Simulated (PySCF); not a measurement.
InBr3.
SMILES: `[Br][In]([Br])[Br]`

The calculation used TDDFT CAM-B3LYP/def2-SVPD, vertical, gas phase, core orbitals frozen in the response, def2 core potentials past Kr in PySCF 2.14.0, density-fitted response routines. Isolated species at its PBE0-D3(BJ)/def2-SVP geometry, gas phase. Spin–orbit coupling is left out.

```tsv
state	E (eV)	ν̃ (cm⁻¹)	f	|μ| (D)	main configurations (H = HOMO, L = LUMO)
S1	4.52	36490	0.0001	0.08	H→L (97%)
S2	4.68	37760	0.0000	0.01	H-3/H-2→L (≥93%)
S3	4.69	37830	0.0000	0.00	H-4→L (93%)
S4	4.78	38570	0.060	1.81	H-1→L (91%)
S5	4.81	38760	0.061	1.83	H-3/H-2→L (≥91%)
S6	5.26	42410	0.032	1.27	H-5→L (97%)
S7	5.71	46090	0.0000	0.00	H→L+1 (99%)
S8	5.84	47130	0.0000	0.01	H-1→L+1 (99%)
S9	5.85	47210	0.0000	0.01	H-3/H-2→L+1 (99%)
```

Triplets, Tamm–Dancoff:

| state | E (eV) | λ (nm) | main configurations (H = HOMO, L = LUMO) |
| --- | --- | --- | --- |
| T1 | 4.19 | 296.2 | H→L (95%) |
| T2 | 4.29 | 289.3 | H-1→L (92%) |
| T3 | 4.31 | 287.9 | H-3/H-2→L (≥92%) |
| T4 | 4.36 | 284.2 | H-3/H-2→L (≥64%), H-4→L (31%) |

The lowest singlet lies at 4.52 eV (274 nm, ultraviolet) and is dark (f under 0.0005); its leading configuration is HOMO→LUMO (97%). The largest oscillator strength of a single state is 0.061. S2/S3 and S8/S9 lie within about 0.01 eV of each other in each set. Löwdin shares by element: HOMO bromine 100%; LUMO bromine 64%, indium 36%. Orbital energies (eV): HOMO-3 -10.24, HOMO-2 -10.24, HOMO-1 -10.23, HOMO -10.06, LUMO -2.34, LUMO+1 -1.18, LUMO+2 0.51. Weighted by f, the mean energy of these states is 4.89 eV. The listed states span 1.33 eV. All these states lie below the vertical ionisation energy of 10.96 eV (ΔSCF). Orbitals of the list HOMO-3 to LUMO+2 that lie within 0.01 eV of each other are written together with a slash and their weights summed (≥ marks a lower bound); for degenerate orbitals outside that list single weights are arbitrary. Only the lowest 10 singlets were computed, as vertical energies without vibronic structure. The highest level found (5.95 eV, f 0.0000 so far) is left out, since the window may have cut off a degenerate partner.
